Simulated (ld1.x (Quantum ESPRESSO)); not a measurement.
## phosphorus: excitation energies, all-electron against PAW

```json
{"Element": "phosphorus (P)", "Generator": "ld1.x (Quantum ESPRESSO) 7.5", "Type": "PAW", "Functional": "PBE", "Relativity": "scalar-relativistic", "Frozen core": "[Ne]", "Valence charge": "5", "Reference configuration": "3s2 3p3", "Partial waves": "3s (bound): rcut 1.25, rcutus 1.70 bohr; 3s channel at 0.05 Ry: rcut 1.25, rcutus 1.70 bohr; 3p (bound): rcut 1.85, rcutus 2.15 bohr; 3p channel at 0.95 Ry: rcut 1.85, rcutus 2.15 bohr; 3d channel at 0.25 Ry: rcut 1.55, rcutus 2.15 bohr", "Local potential": "all-electron potential smoothed inside 1.55 bohr (lloc = -1)", "Core correction": "a·sin(br)/r model core, default radius (ld1.x builds one for every PAW set, though the input has nlcc=.false.)", "Augmentation charge": "PSQ, inside the norm-conserving radii"}
```

Energies are relative to the spin-unpolarised reference configuration 3s2 3p3; without spin polarisation the order of configurations can differ from experiment.

Give the all-electron excitation energy and the error of the potential for: 3s2 3p2; 3s2 3p1; 3s2 3p0; 3s1 3p3; 3s2 3p3.3; 3s0 3p5; 3s2 3p2.5.

```json
{"valence configuration": "3s2 3p2", "charge": "+1", "ΔE all-electron (eV)": "9.730", "error AE − PS (meV)": "-0.8"}
{"valence configuration": "3s2 3p1", "charge": "+2", "ΔE all-electron (eV)": "28.877", "error AE − PS (meV)": "-5.2"}
{"valence configuration": "3s2 3p0", "charge": "+3", "ΔE all-electron (eV)": "58.616", "error AE − PS (meV)": "-22"}
{"valence configuration": "3s1 3p3", "charge": "+1", "ΔE all-electron (eV)": "18.850", "error AE − PS (meV)": "-0.2"}
{"valence configuration": "3s2 3p3.3", "charge": "-0.3", "ΔE all-electron (eV)": "-1.307", "error AE − PS (meV)": "+0.1"}
{"valence configuration": "3s0 3p5", "charge": "0", "ΔE all-electron (eV)": "17.200", "error AE − PS (meV)": "+6.5"}
{"valence configuration": "3s2 3p2.5", "charge": "+0.5", "ΔE all-electron (eV)": "3.775", "error AE − PS (meV)": "-0.2"}
```
